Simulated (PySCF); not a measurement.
Isomers of C6H8O2, one GFN2-xTB conformer each. Single-point energies are computed at PBE0/pcSseg-1 (PySCF, gas phase, no added dispersion term), electronic only.

```
           SMILES  GFN2-xTB relative energy (kcal/mol)
C=CC[C@@H]1COC1=O                                 19.2
  C=C/C=C/OC(C)=O                                 17.8
  C=C/C=C\OC(C)=O                                 18.6
C=C(C)C(=C)C(=O)O                                 20.7
O=CC[C@@H]1CC=CO1                                 17.7
   COC1=CC(=O)CC1                                  0.0
       COCc1ccoc1                                  6.7
```

Conformers: `[CH2:1]=[CH:2][CH2:3][C@@H:4]1[CH2:5][O:6][C:7]1=[O:8]` with C1–C2–C3–C4 115°, C2–C3–C4–C5 -76°; `[CH2:1]=[CH:2]/[CH:3]=[CH:4]/[O:5][C:6]([CH3:7])=[O:8]` with C1–C2–C3–C4 180°, C3–C4–O5–C6 180°, C4–O5–C6–C7 180°; `[CH2:1]=[CH:2]/[CH:3]=[CH:4]\[O:5][C:6]([CH3:7])=[O:8]` with C1–C2–C3–C4 180°, C3–C4–O5–C6 180°, C4–O5–C6–C7 180°; `[CH2:1]=[C:2]([CH3:3])[C:4](=[CH2:5])[C:6](=[O:7])[OH:8]` with C1–C2–C4–C5 56°, C2–C4–C6–O7 -166°, C4–C6–O8–H 178°; `[O:1]=[CH:2][CH2:3][C@@H:4]1[CH2:5][CH:6]=[CH:7][O:8]1` with O1–C2–C3–C4 -105°, C2–C3–C4–C5 55°; `[CH3:1][O:2][C:3]1=[CH:4][C:5](=[O:6])[CH2:7][CH2:8]1` with C1–O2–C3–C4 0°; `[CH3:1][O:2][CH2:3][c:4]1[cH:5][cH:6][o:7][cH:8]1` with C1–O2–C3–C4 -65°, O2–C3–C4–C5 -56°.

Task: What does PBE0/pcSseg-1 give for the same structures?

Result: 
| SMILES | PBE0/pcSseg-1 E (Eh) | PBE0/pcSseg-1 (kcal/mol) | GFN2-xTB (kcal/mol) | point group |
| --- | --- | --- | --- | --- |
| COC1=CC(=O)CC1 | -383.40593 | 0.0 | 0.0 | Cs |
| C=C(C)C(=C)C(=O)O | -383.39717 | 5.5 | 20.7 | C1 |
| C=C/C=C\OC(C)=O | -383.39166 | 9.0 | 18.6 | Cs |
| C=C/C=C/OC(C)=O | -383.39149 | 9.1 | 17.8 | Cs |
| C=CC[C@@H]1COC1=O | -383.38459 | 13.4 | 19.2 | C1 |
| O=CC[C@@H]1CC=CO1 | -383.37644 | 18.5 | 17.7 | C1 |
| COCc1ccoc1 | -383.37352 | 20.3 | 6.7 | C1 |

Both levels put the same isomer lowest; measured from each level's own lowest isomer, the values differ by up to 15.2 kcal/mol (C=C(C)C(=C)C(=O)O: 20.7 against 5.5). As drawn, the lowest has a C=O bond and a C=C bond outside aromatic rings, which the highest lacks; the highest has an aromatic ring, which the lowest lacks. Neighbours under 2.5 kcal/mol apart (C=C/C=C\OC(C)=O and C=C/C=C/OC(C)=O; O=CC[C@@H]1CC=CO1 and COCc1ccoc1) can change places with a better method, another conformer or zero-point energy. C=C/C=C\OC(C)=O and C=C/C=C/OC(C)=O are stereoisomers, 0.1 kcal/mol apart in the conformers taken.

Task: Which frontier levels, dipoles and rotational constants go with these structures?

Result: 
```tsv
SMILES	HOMO (eV, PBE0/pcSseg-1)	LUMO (eV)	dipole (D)	A, B, C (MHz)
COC1=CC(=O)CC1	-6.86	-0.71	4.30	4498, 1414, 1098
C=C(C)C(=C)C(=O)O	-7.31	-1.39	1.58	3123, 1689, 1318
C=C/C=C\OC(C)=O	-6.61	-1.00	1.81	5980, 925.7, 805.6
C=C/C=C/OC(C)=O	-6.58	-0.99	1.82	8482, 781.4, 718.7
C=CC[C@@H]1COC1=O	-7.82	-0.14	4.24	4763, 1220, 1049
O=CC[C@@H]1CC=CO1	-6.47	-0.71	2.04	3450, 1757, 1599
COCc1ccoc1	-6.74	0.27	0.76	4861, 1301, 1252
```
